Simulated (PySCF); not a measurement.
CH4FNOSi2, SMILES F[Si@H]1N=CO[SiH2]1. Geometry optimised at r2SCAN-D4/def2-SVP. The structure was generated by enumeration; whether it is a known compound was not checked.

Problem. Give the equilibrium geometry at r2SCAN-D4/def2-SVP (PySCF confirms it by a frequency run) as a Z-matrix. (An estimate is asked for; the answer gives what the named calculation found.)

Solution. 
```
Si
F 1 1.6261
N 1 1.7462 2 110.79
C 3 1.2759 1 116.45 2 114.17
O 4 1.3537 3 127.09 1 1.61
H 4 1.1034 3 122.41 1 -178.35
Si 5 1.7434 4 116.18 6 -179.55
H 1 1.4833 2 107.05 3 -122.98
H 7 1.4880 5 106.97 4 -123.65
H 7 1.4894 9 110.38 5 115.52
```
